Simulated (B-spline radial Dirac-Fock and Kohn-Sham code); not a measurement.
## Two-hole binding energies of Ar²⁺

System: argon as Ar²⁺, [Ne] 3s2 3p4.

Calculated with an atomic code on a B-spline grid, using relaxed Dirac-Fock hole states (ΔSCF) with Breit and QED corrections and a finite nucleus. U is the two-hole binding energy less the two single-hole energies, the effective repulsion of the holes after relaxation. Each two-hole energy is an average over J within one jj subconfiguration.

```tsv
holes	E(a) (eV)	E(b) (eV)	E(ab) (eV)	U (eV)
1s⁻²	3240.1	3240.1	6728.8	248.5
1s⁻¹ 2p1/2⁻¹	3240.1	283.2	3588.8	65.5
2s⁻²	359.9	359.9	?	?
2s⁻¹ 2p1/2⁻¹	359.9	283.2	684.7	41.6
2p1/2⁻²	283.2	283.2	617.4	50.9
2p1/2⁻¹ 3s⁻¹	283.2	58.98	362.6	20.4
```

Q: Give the missing two-hole energy and U.

A: E(ab) = 765.8 eV and U = 46.0 eV.

Run: 14 s of CPU time on 1 thread of Intel(R) Xeon(R) Platinum 8375C CPU @ 2.90GHz (shared host), peak memory 0.31 GiB.
